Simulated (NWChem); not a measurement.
System: CHS₂ cation; SMILES S=C=[SH+]

The following NWChem deck was run.

```
start job
memory heap 200 mb stack 900 mb global 1100 mb
charge 1
geometry units angstroms noautoz
  S      0.015602    -1.602622     0.000000
  C     -0.024575    -0.095613     0.000000
  S      0.075010     1.541466     0.000000
  H     -1.278950     1.723203     0.000000
end
basis spherical
  * library def2-svp
end
dft
  xc xpbe96 cpbe96
  iterations 150
  mulliken
end
task dft energy
```

NWChem printed, in part:

```
             Northwest Computational Chemistry Package (NWChem) 7.3.0
             --------------------------------------------------------

 CS  symmetry detected

                             Geometry "geometry" -> ""
                             -------------------------

 Output coordinates in angstroms (scale by  1.889725989 to convert to a.u.)

  No.       Tag          Charge          X              Y              Z
 ---- ---------------- ---------- -------------- -------------- --------------
    1 S                   16.0000     0.02234100    -1.60692209     0.00000000
    2 C                    6.0000    -0.02471786    -0.10011229     0.00000000
    3 S                   16.0000     0.06738982     1.53740443     0.00000000
    4 H                    1.0000    -1.28738603     1.71295621     0.00000000

 Effective nuclear repulsion energy (a.u.)     117.7586881404

      Symmetry information
      --------------------

 Group name             Cs
 Group number              2
 Group order               2
 No. of unique centers     4

  pbe96 is a nonlocal functional; adding pw91lda local functional.

                                 NWChem DFT Module
                                 -----------------

 Summary of "ao basis" -> "ao basis" (spherical)
 ------------------------------------------------------------------------------
       Tag                 Description            Shells   Functions and Types
 ---------------- ------------------------------  ------  ---------------------
 S                          def2-svp                 8       18   4s3p1d
 C                          def2-svp                 6       14   3s2p1d
 H                          def2-svp                 3        5   2s1p

      Symmetry analysis of basis
      --------------------------

        a'         40
        a"         15

            General Information
            -------------------
          SCF calculation type: DFT
          Wavefunction type:  closed shell.
          No. of atoms     :     4
          No. of electrons :    38
           Alpha electrons :    19
            Beta electrons :    19
          Charge           :     1
          Spin multiplicity:     1
          Use of symmetry is: on ; symmetry adaption is: on
          Maximum number of iterations: 150
          AO basis - number of functions:    55
                     number of shells:    25
          Convergence on energy requested:  1.00D-06
          Convergence on density requested:  1.00D-05
          Convergence on gradient requested:  5.00D-04

              XC Information
              --------------
          PerdewBurkeErnzerhof Exchange Functional  1.000
            Perdew 1991 LDA Correlation Functional  1.000 local
           PerdewBurkeErnz. Correlation Functional  1.000 non-local

             Grid Information
             ----------------
          Grid used for XC integration:  medium
          Radial quadrature: Mura-Knowles
          Angular quadrature: Lebedev.
          Tag              B.-S. Rad. Rad. Pts. Rad. Cut. Ang. Pts.
          ---              ---------- --------- --------- ---------
          S                   1.00       88          10.0       590
          C                   0.70       49           8.0       434
          H                   0.35       45          10.0       434
          Grid pruning is: on
          Number of quadrature shells:   270
          Spatial weights used:  Erf1

      Superposition of Atomic Density Guess
      -------------------------------------

 Sum of atomic energies:        -832.81872644

 Renormalizing density from      39.00 to     38

      Non-variational initial energy
      ------------------------------

 Total energy =    -820.332255
 1-e energy   =   -1348.390199
 2-e energy   =     410.299256
 HOMO         =      -0.648878
 LUMO         =      -0.376655

      Symmetry analysis of molecular orbitals - initial
      -------------------------------------------------

  Numbering of irreducible representations:

     1 a'          2 a"

  Orbital symmetries:

     1 a'          2 a'          3 a'          4 a'          5 a'
     6 a'          7 a'          8 a'          9 a"         10 a'
    11 a"         12 a'         13 a'         14 a'         15 a'
    16 a'         17 a"         18 a'         19 a"         20 a'
    21 a"         22 a'         23 a'         24 a'         25 a'
    26 a'         27 a'         28 a'         29 a"

     ---------------------------------------------
      Total Density - Mulliken Population Analysis
     ---------------------------------------------

    Atom       Charge   Shell Charges
 -----------   ------   -------------------------------------------------------
    1 S   16    15.97   2.00  2.00  1.40  0.55  5.96  1.98  2.00  0.08
    2 C    6     5.46   1.99  1.05  0.19  1.54  0.64  0.05
    3 S   16    15.95   2.00  2.00  1.37  0.46  5.96  2.00  2.10  0.07
    4 H    1     0.62   0.49  0.10  0.03

   convergence    iter        energy       DeltaE   RMS-Dens  Diis-err
 ---------------- ----- ----------------- --------- --------- ---------
 d= 0,ls=0.0,diis     1   -833.9821414256 -9.52D+02  3.45D-02  1.41D+00
 d= 0,ls=0.0,diis     2   -833.3786971569  6.03D-01  3.58D-02  4.93D+00
 d= 0,ls=0.0,diis     3   -833.9214291287 -5.43D-01  1.89D-02  9.84D-01
 d= 0,ls=0.0,diis     4   -834.0698279894 -1.48D-01  8.50D-03  1.21D-01
 d= 0,ls=0.0,diis     5   -834.0875657486 -1.77D-02  3.41D-03  2.88D-02
  Resetting Diis
 d= 0,ls=0.0,diis     6   -834.0926235361 -5.06D-03  7.11D-04  1.55D-03
 d= 0,ls=0.0,diis     7   -834.0929386820 -3.15D-04  2.85D-04  5.46D-05
 d= 0,ls=0.0,diis     8   -834.0929148310  2.39D-05  2.70D-04  2.01D-04
 d= 0,ls=0.0,diis     9   -834.0929368609 -2.20D-05  1.08D-04  6.50D-05
 d= 0,ls=0.0,diis    10   -834.0929475937 -1.07D-05  1.29D-05  3.80D-07
 d= 0,ls=0.0,diis    11   -834.0929476291 -3.54D-08  5.44D-06  9.61D-08

         Total DFT energy =     -834.092947629059
      One electron energy =    -1374.466678411460
           Coulomb energy =      479.012324785243
    Exchange-Corr. energy =      -56.397282143225
 Nuclear repulsion energy =      117.758688140384

 Numeric. integr. density =       38.000004783186

                  Occupations of the irreducible representations
                  ----------------------------------------------

                     irrep           alpha         beta
                     --------     --------     --------
                     a'               15.0         15.0
                     a"                4.0          4.0

                       DFT Final Molecular Orbital Analysis
                       ------------------------------------

 Vector   17  Occ=2.000000D+00  E=-5.966067D-01  Symmetry=a"
              MO Center=  4.1D-03, -1.8D-01,  7.8D-16, r^2= 2.1D+00
   Bfn.  Coefficient  Atom+Function         Bfn.  Coefficient  Atom+Function
  ----- ------------  ---------------      ----- ------------  ---------------
    24      0.429326  2 C  pz                10      0.279721  1 S  pz
    13      0.252083  1 S  pz                42      0.231556  3 S  pz
    27      0.226766  2 C  pz                45      0.224498  3 S  pz
     7      0.153160  1 S  pz                39      0.127505  3 S  pz
    15      0.058680  1 S  d -1              47     -0.050328  3 S  d -1

 Vector   18  Occ=2.000000D+00  E=-5.548221D-01  Symmetry=a'
              MO Center=  5.7D-04, -3.2D-01, -8.7D-16, r^2= 3.2D+00
   Bfn.  Coefficient  Atom+Function         Bfn.  Coefficient  Atom+Function
  ----- ------------  ---------------      ----- ------------  ---------------
    11      0.378763  1 S  px                 8      0.370275  1 S  px
    22      0.298027  2 C  px                51      0.209313  4 H  s
    43     -0.206276  3 S  px                 5      0.201605  1 S  px
    40     -0.199529  3 S  px                36     -0.178218  3 S  s
    35     -0.174195  3 S  s                 25      0.165491  2 C  px

 Vector   19  Occ=2.000000D+00  E=-4.952856D-01  Symmetry=a"
              MO Center=  3.2D-02,  2.6D-01,  2.3D-16, r^2= 3.6D+00
   Bfn.  Coefficient  Atom+Function         Bfn.  Coefficient  Atom+Function
  ----- ------------  ---------------      ----- ------------  ---------------
    45      0.484129  3 S  pz                13     -0.395835  1 S  pz
    42      0.397066  3 S  pz                10     -0.334600  1 S  pz
    39      0.216446  3 S  pz                 7     -0.181391  1 S  pz
    29      0.038842  2 C  d -1

 Vector   20  Occ=0.000000D+00  E=-3.769621D-01  Symmetry=a'
              MO Center= -8.9D-02, -5.4D-01, -3.6D-16, r^2= 2.8D+00
   Bfn.  Coefficient  Atom+Function         Bfn.  Coefficient  Atom+Function
  ----- ------------  ---------------      ----- ------------  ---------------
    11      0.557767  1 S  px                22     -0.499176  2 C  px
    25     -0.446555  2 C  px                 8      0.341182  1 S  px
    51     -0.215388  4 H  s                 52     -0.213209  4 H  s
     5      0.184210  1 S  px                36      0.150714  3 S  s
    44      0.113510  3 S  py                46      0.096795  3 S  d -2

 Vector   21  Occ=0.000000D+00  E=-3.417766D-01  Symmetry=a"
              MO Center=  8.8D-03, -2.7D-01,  8.2D-16, r^2= 3.0D+00
   Bfn.  Coefficient  Atom+Function         Bfn.  Coefficient  Atom+Function
  ----- ------------  ---------------      ----- ------------  ---------------
    24     -0.528144  2 C  pz                13      0.521307  1 S  pz
    27     -0.486110  2 C  pz                45      0.415540  3 S  pz
    10      0.293949  1 S  pz                42      0.237902  3 S  pz
     7      0.159146  1 S  pz                39      0.129271  3 S  pz
    15     -0.098696  1 S  d -1              47      0.085781  3 S  d -1

[...]
```

Level: PBE/def2-SVP. All runs use the structure optimised with PBE0/def2-SVP.
